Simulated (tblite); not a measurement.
C6H10FO (doublet state).
Z-matrix (Å and degrees, GFN2-xTB geometry), rows numbered from 1:
```
C 
C   1  1.5238
C   2  1.5280  1  111.34
C   3  1.4927  2  117.78  1   171.06
O   4  1.3893  3   94.89  2  -120.60
C   5  1.4337  4   90.94  3     3.99
C   6  1.5215  3  117.67  2  -124.20
F   7  1.3707  6  109.91  3    78.87
H   1  1.0874  2  110.67  3   -56.93
H   1  1.0876  2  110.61  3    62.82
H   1  1.0870  2  110.44  3  -177.20
H   2  1.0918  1  110.05  3   121.17
H   2  1.0917  1  110.04  3  -120.12
H   3  1.0974  2  108.96  1   -55.40
H   4  1.0718  3  134.04  2    96.61
H   6  1.0950  3  114.62  2     7.38
H   7  1.0948  6  110.42  3  -162.62
H   7  1.0947  6  111.30  3   -40.11
```

Structure optimised with GFN2-xTB, isolated species. This method treats the open shell by occupation alone, without spin polarisation.

Masses are those of the commonest isotopes; rigid-rotor values at the optimised geometry. The values belong to one conformer with, in the numbering `[CH3:1][CH2:2][C@@H:3]1[CH:4][O:5][C@H:6]1[CH2:7][F:8]`, C1–C2–C3–C4 171°, O5–C6–C7–F8 -178°.

Task: Give the principal moments of inertia and the rotational constants in GHz.

Result: Ia = 227.02, Ib = 261.10, Ic = 449.83 u·Å²; 505379 MHz·u·Å²/I gives 2226, 1936 and 1123 MHz, that is A = 2.2262, B = 1.9356, C = 1.1235 GHz.

Task: Classify the top.

Result: An asymmetric top: κ = (2 × 1936 − 2226 − 1123)/(2226 − 1123) = 0.47.

Task: Is it planar, by Δ = Ic − Ia − Ib?

Result: Not planar: Δ = Ic − Ia − Ib = -38.29 u·Å². For a rigid frame Δ = −2 Σ m c², so Σ m c² = 19.15 u·Å² lies off the ab plane: 10.05 from hydrogen and 9.09 from heavier atoms. The atom farthest from that plane is 1.47 Å away.

Task: Give the other two planar moments, Paa and Pbb, and the rms extents of the mass along the axes.

Result: Paa = Σ m a² = (Ib + Ic − Ia)/2 = 241.96 and Pbb = Σ m b² = (Ia + Ic − Ib)/2 = 207.87 u·Å². With the mass M = 117.07 u, the rms extents √(P/M) along a, b and c are 1.44, 1.33, 0.40 Å.

Task: Give the coordinates in the principal-axis frame, origin at the centre of mass.

Result: The sense of each axis is arbitrary; atoms in the order of the calculation.
```csv
atom,mass (u),a (Å),b (Å),c (Å)
C1,12.000,-1.977,1.678,0.116
C2,12.000,-2.006,0.155,0.126
C3,12.000,-0.722,-0.430,-0.461
C4,12.000,-0.507,-1.902,-0.336
O5,15.995,0.679,-1.788,0.377
C6,12.000,0.546,-0.361,0.418
C7,12.000,1.774,0.321,-0.167
F8,18.998,1.637,1.682,-0.082
H9,1.008,-1.110,2.049,0.657
H10,1.008,-1.923,2.053,-0.904
H11,1.008,-2.874,2.078,0.581
H12,1.008,-2.131,-0.210,1.148
H13,1.008,-2.850,-0.208,-0.464
H14,1.008,-0.573,-0.021,-1.469
H15,1.008,-0.678,-2.738,-0.985
H16,1.008,0.373,-0.009,1.440
H17,1.008,2.670,0.043,0.398
H18,1.008,1.904,0.068,-1.224
```

Task: List the rotational levels J(Ka,Kc) to J = 5 (MHz).

Result: Above 0(0,0):
J = 1: 1(0,1) 3059, 1(1,1) 3350, 1(1,0) 4162
J = 2: 2(0,2) 8591, 2(1,2) 8656, 2(1,1) 11092, 2(2,1) 11964, 2(2,0) 12550
J = 3: 3(0,3) 16308, 3(1,3) 16317, 3(1,2) 20835, 3(2,2) 21141, 3(2,1) 23188, 3(3,1) 24922, 3(3,0) 25277
J = 4: 4(0,4) 26247, 4(1,4) 26248, 4(1,3) 32794, 4(2,3) 32857, 4(2,2) 37017, 4(3,2) 37839, 4(3,1) 39414, 4(4,1) 42257, 4(4,0) 42441
J = 5: 5(0,5) 38429, 5(1,5) 38429, 5(1,4) 46903, 5(2,4) 46913, 5(2,3) 53283, 5(3,3) 53523, 5(3,2) 57145, 5(4,2) 58792, 5(4,1) 59878, 5(5,1) 63997, 5(5,0) 64083

Task: Estimate the classical rotational partition function at 200 K, 298.15 K and 500 K.

Result: Point group C1, symmetry number σ = 1; q = (√π/σ)·√((kT/h)³/(ABC)), k/h = 20836.6 MHz/K: 217000 at 200 K, 394000 at 298.15 K, 857000 at 500 K.

For this open shell read J as N, the rotation without spin; fine and hyperfine splittings come on top. Its GFN2-xTB frequencies are all real (lowest 55 cm⁻¹). These are rigid-rotor constants of the computed structure; measured ground-state constants (B0) also hold zero-point vibration.

Hardware: one thread of an Arm Neoverse V2, no GPU, shared host. Cost: 0.25 s. That covers the optimisation of the geometry.
